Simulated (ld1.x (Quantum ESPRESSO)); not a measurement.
# PBE PAW dataset for vanadium (V), scalar-relativistic all-electron reference.

The input file (ld1.x (Quantum ESPRESSO) 7.5):

```
&input
   title='V', zed=23., rel=1, dft='PBE', iswitch=3,
   config='[Ar] 3d3 4s2 4p0',
   nld=3, rlderiv=3.65, eminld=-2.0, emaxld=5.0, deld=0.02
 /
 &inputp
   pseudotype=3, lpaw=.true., tm=.true., lloc=-1, rcloc=3.10,
   nlcc=.true., new_core_ps=.true., rcore=1.35,
   which_augfun='GAUSS', rmatch_augfun=2.20,
   file_pseudopw='V.UPF', file_wfcaegen='ae.wfc', file_wfcncgen='nc.wfc', file_beta='beta', file_chi='chi', file_wfcusgen='us.wfc'
 /
6
4S  1  0   2.00   0.00  2.70  3.35  0.0
4S  1  0   0.00   1.20  2.70  3.35  0.0
4P  2  1   0.00   0.00  2.50  3.20  0.0
4P  2  1   0.00   0.25  2.50  3.20  0.0
3D  3  2   3.00   0.00  2.30  2.40  0.0
3D  3  2   0.00   0.60  2.30  2.40  0.0
 &test
   configts(1)='3d3 4s2 4p0'
 /
```

Command:

```bash
ld1.x < V.in > V.out
```

Output (shortened: banner, matrices, multipoles, cross overlaps and the repeated all-electron block are left out):

```
Program LD1 v.7.5
     --------------------------- All-electron run ----------------------------

     V
     scalar relativistic calculation

     atomic number is 23.00
     dft =PBE   lsd =0 sic =0 latt =0  beta=0.20 tr2=1.0E-14
     Exchange-correlation= PBE
                           (   1   4   3   4   0   0   0)
     mesh =1181 r(mesh) = 100.93793 a.u. xmin = -7.00 dx = 0.01250
     1 Ry =  13.60569312 eV, c = 137.03599908

     n l     nl                  e(Ry)          e(Ha)          e(eV)
     1 0     1S 1( 2.00)      -394.2962      -197.1481     -5364.6728
     2 0     2S 1( 2.00)       -44.2933       -22.1466      -602.6404
     2 1     2P 1( 6.00)       -36.9815       -18.4907      -503.1587
     3 0     3S 1( 2.00)        -5.1622        -2.5811       -70.2352
     3 1     3P 1( 6.00)        -3.2370        -1.6185       -44.0412
     3 2     3D 1( 3.00)        -0.3796        -0.1898        -5.1645
     4 0     4S 1( 2.00)        -0.3456        -0.1728        -4.7020
     4 1     4P 1( 0.00)        -0.1061        -0.0531        -1.4439

     final scf error:  5.2E-15 reached in  29 iterations

     Etot =   -1898.012815 Ry,    -949.006408 Ha,  -25823.779905 eV

     Ekin =    1915.596250 Ry,     957.798125 Ha,   26063.014723 eV
     Encl =   -4517.437358 Ry,   -2258.718679 Ha,  -61462.866401 eV
     Eh   =     794.052679 Ry,     397.026339 Ha,   10803.637071 eV
     Exc  =     -90.224385 Ry,     -45.112193 Ha,   -1227.565299 eV

     normalization and overlap integrals

     s(1S/1S) =  1.000000  <r> =   0.0664  <r2> =    0.0059  r(max) =   0.0435
     s(2S/2S) =  1.000000  <r> =   0.3082  <r2> =    0.1123  r(max) =   0.2565
     s(2P/2P) =  1.000000  <r> =   0.2741  <r2> =    0.0926  r(max) =   0.2074
     s(3S/3S) =  1.000000  <r> =   0.9484  <r2> =    1.0380  r(max) =   0.8204
     s(3P/3P) =  1.000000  <r> =   1.0166  <r2> =    1.2187  r(max) =   0.8411
     s(3D/3D) =  1.000000  <r> =   1.4490  <r2> =    2.8547  r(max) =   0.8954
     s(4S/4S) =  1.000000  <r> =   3.3503  <r2> =   12.9900  r(max) =   2.7580
     s(4P/4P) =  1.000000  <r> =   4.7239  <r2> =   26.4989  r(max) =   3.6310

     ------------------------ End of All-electron run ------------------------

     --------------------- Generating PAW atomic setup --------------------

      Generating local potential from pseudized AE potential:
      Matching radius rcloc =   3.1000

      Local pseudo, rcloc= 3.125 Estimated cut-off energy=     2.46 Ry

      Computing core charge for nlcc:

       r > 1.35 : true rho core
      Core charge pseudized with two Bessel functions
      Integrated core pseudo-charge :   9.88
      Wfc-us  4S rcutus= 3.369  Estimated cut-off energy=     4.16 Ry
      Wfc-us  4S rcutus= 3.369  Estimated cut-off energy=     8.88 Ry
      Wfc-us  4P rcutus= 3.204  Estimated cut-off energy=     7.13 Ry
      Wfc-us  4P rcutus= 3.204  Estimated cut-off energy=     7.71 Ry
      Wfc-us  3D rcutus= 2.374  Estimated cut-off energy=    20.77 Ry
      Wfc-us  3D rcutus= 2.374  Estimated cut-off energy=    37.91 Ry

     Required augmentation: GAUSS   radius:    2.200000
     Message from routine us2paw:
     GAUSS augmentation functions are ususally harder than BESSEL; use BESSEL instead unless you have discontinuity in local potential

     Estimated PAW energy =  -97.012264 Ryd

     ------------------- End of pseudopotential generation -------------------

     Computing logarithmic derivative in   3.65383
     Computing logarithmic derivative in   3.65383
     Computing the partial wave expansion
     R is outside the sphere for l=    0 j= 0.00
     R is outside the sphere for l=    0 j= 0.00
     R is outside the sphere for l=    1 j= 0.00
     R is outside the sphere for l=    1 j= 0.00
     R is outside the sphere for l=    2 j= 0.00
     R is outside the sphere for l=    2 j= 0.00

     ---------------------- Testing the pseudopotential ----------------------

     V
     scalar relativistic calculation

     atomic number is 23.00   valence charge is  5.00
     dft = SLA  PW   PBX  PBC   lsd =0 sic =0 latt =0  beta=0.20 tr2=1.0E-14
     mesh =1181 r(mesh) = 100.93793 xmin = -7.00 dx = 0.01250

     n l     nl             e AE (Ry)        e PS (Ry)    De AE-PS (Ry)
     3 2     3D   1( 3.00)       -0.37958       -0.37958        0.00000
     1 0     4S   1( 2.00)       -0.34559       -0.34559        0.00000
     2 1     4P   1( 0.00)       -0.10613       -0.10613        0.00000

     eps = 4.5E-18  iter =  4

     Etot =   -1898.012815 Ry,    -949.006408 Ha,  -25823.779905 eV
     Etotps =   -97.012265 Ry,     -48.506132 Ha,   -1319.919105 eV

     Ekin =      30.587077 Ry,      15.293538 Ha,     416.158381 eV
     Encl =     -48.387054 Ry,     -24.193527 Ha,    -658.339410 eV
     Ehrt =      11.012097 Ry,       5.506048 Ha,     149.827210 eV
     Ecxc =     -90.224384 Ry,     -45.112192 Ha,   -1227.565287 eV
     (Ecc =     -16.056824 Ry,      -8.028412 Ha,    -218.464222 eV)

     ---------------------- End of pseudopotential test ----------------------
```

Generation and configuration tests took about 1.1 s on one core of a shared server CPU.

Transferability test of the new file with ld1.x, input:

```
&input
   title='V', zed=23., rel=1, dft='PBE', iswitch=2,
   config='[Ar] 3d3 4s2 4p0'
 /
 &test
   file_pseudo='V.UPF', nconf=8,
   configts(1)='3d3 4s2 4p0',
   configts(2)='3d3 4s1 4p0',
   configts(3)='3d3 4s0 4p0',
   configts(4)='3d2 4s0 4p0',
   configts(5)='3d4 4s1 4p0',
   configts(6)='3d3 4s1.5 4p0',
   configts(7)='3d2 4s2 4p1',
   configts(8)='3d1 4s0 4p0'
 /
```

```bash
ld1.x < V.test.in > V.test.out
```

Pseudopotential blocks of its output, shortened (energy terms left out; the distinct warnings before each block abridged to one line each):

```
     ---------------------- Testing the pseudopotential ----------------------

     n l     nl             e AE (Ry)        e PS (Ry)    De AE-PS (Ry)
     3 2     3D   1( 3.00)       -0.37958       -0.37958        0.00000
     1 0     4S   1( 2.00)       -0.34559       -0.34559        0.00000
     2 1     4P   1( 0.00)       -0.10613       -0.10613        0.00000

     eps = 4.5E-18  iter =  4

     Etot =   -1898.012815 Ry,    -949.006408 Ha,  -25823.779905 eV
     Etotps =   -97.012265 Ry,     -48.506132 Ha,   -1319.919105 eV

     ---------------------- End of pseudopotential test ----------------------

          ---------------------- Testing the pseudopotential ----------------------

     n l     nl             e AE (Ry)        e PS (Ry)    De AE-PS (Ry)
     3 2     3D   1( 3.00)       -0.92848       -0.92792       -0.00056
     1 0     4S   1( 1.00)       -0.80115       -0.80143        0.00028
     2 1     4P   1( 0.00)       -0.50232       -0.50251        0.00019

     eps = 4.1E-15  iter = 10

     Etot =   -1897.444328 Ry,    -948.722164 Ha,  -25816.045246 eV
     Etotps =   -96.443634 Ry,     -48.221817 Ha,   -1312.182487 eV
     dEtot_ae =       0.568487 Ry
     dEtot_ps =       0.568631 Ry,   Delta E=      -0.000144 Ry

     ---------------------- End of pseudopotential test ----------------------

          ---------------------- Testing the pseudopotential ----------------------

     n l     nl             e AE (Ry)        e PS (Ry)    De AE-PS (Ry)
     3 2     3D   1( 3.00)       -1.56677       -1.56815        0.00138
     1 0     4S   1( 0.00)       -1.30829       -1.30959        0.00130
     2 1     4P   1( 0.00)       -0.95286       -0.95372        0.00086

     eps = 1.7E-15  iter =  7

     Etot =   -1896.393595 Ry,    -948.196797 Ha,  -25801.749288 eV
     Etotps =   -95.392137 Ry,     -47.696069 Ha,   -1297.876146 eV
     dEtot_ae =       1.619221 Ry
     dEtot_ps =       1.620128 Ry,   Delta E=      -0.000907 Ry

     ---------------------- End of pseudopotential test ----------------------

          BEWARE! Errors in PS-KS equations
     Warning: n=1, l=0 expected 0 nodes, found 1
     Warning: n=2, l=1 expected 0 nodes, found 1
     Warning: n=3, l=2 expected 0 nodes, found 1
     ---------------------- Testing the pseudopotential ----------------------

     n l     nl             e AE (Ry)        e PS (Ry)    De AE-PS (Ry)
     3 2     3D   1( 2.00)       -2.71620       -3.93044        1.21424  !
     1 0     4S   1( 0.00)       -2.04038       -2.04038        0.00000
     2 1     4P   1( 0.00)       -1.60409       -1.60409        0.00000

     eps = 3.2E-24  iter = 11

     Etot =   -1894.269646 Ry,    -947.134823 Ha,  -25772.851498 eV
     Etotps =   -92.419294 Ry,     -46.209647 Ha,   -1257.428552 eV
     dEtot_ae =       3.743169 Ry
     dEtot_ps =       4.592971 Ry,   Delta E=      -0.849802 Ry

     ---------------------- End of pseudopotential test ----------------------
```

The test run then stopped with an error in new_paw_hamiltonian: “negative rho”.
